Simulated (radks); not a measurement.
Values are calculated unless marked as measured or tabulated.
Task: Rh4+, 41 electrons, occupied as [Kr] 4d5 (the NIST ground configuration). Code: a radial shooting solver on a logarithmic mesh with Libxc functionals. Model: Dirac Kohn-Sham, relativistic LDA (MacDonald-Vosko exchange, VWN5 correlation), spin-unpolarised, spherical densities, finite nucleus; open shells fill j = l - 1/2 first; Fermi nuclear charge, rms radius 4.4945 fm. Some entries of the table are withheld. Estimate them.

| orbital | occ. | eigenvalue (eV) | <r^2> (bohr^2) | <1/r> (bohr^-1) |
|---|---|---|---|---|
| 1s1/2 | 2 | -22952.42 | (1) | 46.88 |
| 2s1/2 | 2 | -3378.106 | 0.02382 | 10.76 |
| 2p1/2 | 2 | -3136.574 | 0.01784 | (2) |
| 2p3/2 | 4 | -2993.208 | 0.01918 | (3) |
| 3s1/2 | 2 | -647.8016 | 0.1757 | 3.733 |
| 3p1/2 | 2 | -552.5719 | 0.1715 | (4) |
| 3p3/2 | 4 | -527.8592 | 0.1810 | (5) |
| 3d3/2 | 4 | -357.8882 | 0.1624 | 3.329 |
| 3d5/2 | 6 | -352.9879 | 0.1654 | 3.292 |
| 4s1/2 | 2 | -134.5939 | 1.058 | 1.430 |
| 4p1/2 | 2 | -104.9486 | 1.220 | 1.319 |
| 4p3/2 | 4 | -100.8015 | 1.285 | 1.276 |
| 4d3/2 | 4 | -55.0309 | 1.981 | 1.014 |
| 4d5/2 | 1 | -54.4895 | 2.014 | 1.004 |
| 5s1/2 | 0 | -40.7739 | 5.809 | 0.5767 |
| 5p1/2 | 0 | -33.0119 | 7.279 | 0.5146 |
| 5p3/2 | 0 | -32.2795 | 7.571 | 0.5035 |

Result: 
(1) 1s1/2 <r^2> (bohr^2): 0.001448
(2) 2p1/2 <1/r> (bohr^-1): 10.75
(3) 2p3/2 <1/r> (bohr^-1): 10.16
(4) 3p1/2 <1/r> (bohr^-1): 3.641
(5) 3p3/2 <1/r> (bohr^-1): 3.497
